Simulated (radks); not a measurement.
Results of a calculation; reference values are marked as such.
Task: Species: Au3+. Configuration: [Xe] 4f14 5d7 6s1 (not the ground configuration). Code: a radial shooting solver on a logarithmic mesh with Libxc functionals. Model: scalar-relativistic Kohn-Sham, r2SCAN, spin-polarised, spherical densities, finite nucleus; open shells are filled with parallel spins first (spin-orbit coupling, left out, can overturn this in heavy ions); meta-GGA in the generalised Kohn-Sham scheme; Fermi nuclear charge, rms radius 5.4371 fm. Some entries of the table are withheld. Estimate them.

orbital  occ.  eigenvalue (eV)  r(max) (bohr)
1s up       1        -80884.60        0.01042
1s down     1        -80884.58        0.01042
2s up       1        -14334.11        0.06016
2s down     1        -14333.72        0.06015
2p up       3        -12397.07        0.04981
2p down     3        -12396.75        0.04981
3s up       1        -3425.671         0.1695
3s down     1        -3425.599         0.1695
3p up       3        -2861.322         0.1689
3p down     3        -2861.218         0.1689
3d up       5        -2256.788         0.1378
3d down     5        -2256.537         0.1378
4s up       1        -782.3084         0.3827
4s down     1        -781.9477         0.3827
4p up       3        -596.4248         0.4026
4p down     3        -596.1024         0.4026
4d up       5        -371.9857         0.4103
4d down     5        -371.5979         0.4104
5s up       1        -152.0118         0.8490
5s down     1        -149.8064         0.8465
4f up       7        -123.3018            (1)
4f down     7        -122.7627            (2)
5p up       3        -102.4199            (3)
5p down     3         -99.6866            (4)
5d up       5         -45.3799          1.174
5d down     2         -41.9365          1.163
6s up       1         -36.0552          2.010
6s down     0         -32.3933          2.044

Result: 
(1) 4f up r(max) (bohr): 0.3765
(2) 4f down r(max) (bohr): 0.3765
(3) 5p up r(max) (bohr): 0.9506
(4) 5p down r(max) (bohr): 0.9465
